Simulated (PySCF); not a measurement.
**Radial density of Xe³⁴⁺ (xenon, charge +34)**

M06, [Ar] 3d2, high-spin 3F determinant. Calculation: PySCF 2.14, in an uncontracted even-tempered set (18 s from 5.6 bohr⁻², ratio 2.5; 12 p from 7.3 bohr⁻², ratio 2.5; 7 d from 7.3 bohr⁻², ratio 2.5; 4 f from 25 bohr⁻², ratio 2.7; 3 g from 38 bohr⁻², ratio 2.7); the spin-free X2C one-electron Hamiltonian (Gaussian nucleus).

```json
{"r (bohr)": "0.0242", "4πr²ρ (e/bohr)": "67.53", "4πr²(ρα − ρβ)": "0.0039"}
{"r (bohr)": "0.0407", "4πr²ρ (e/bohr)": "62.19", "4πr²(ρα − ρβ)": "0.0837"}
{"r (bohr)": "0.0684", "4πr²ρ (e/bohr)": "85.02", "4πr²(ρα − ρβ)": "0.7819"}
{"r (bohr)": "0.115", "4πr²ρ (e/bohr)": "64.03", "4πr²(ρα − ρβ)": "4.0639"}
{"r (bohr)": "0.194", "4πr²ρ (e/bohr)": "40.83", "4πr²(ρα − ρβ)": "8.7346"}
{"r (bohr)": "0.326", "4πr²ρ (e/bohr)": "32.58", "4πr²(ρα − ρβ)": "4.5918"}
{"r (bohr)": "0.548", "4πr²ρ (e/bohr)": "1.841", "4πr²(ρα − ρβ)": "0.2288"}
{"r (bohr)": "0.921", "4πr²ρ (e/bohr)": "0.003157", "4πr²(ρα − ρβ)": "0.0005"}
```

Densities and radii are taken from the X2C orbitals without a picture-change correction, which distorts them close to the nucleus.

Spin-orbit coupling, absent here, splits the open shell strongly.
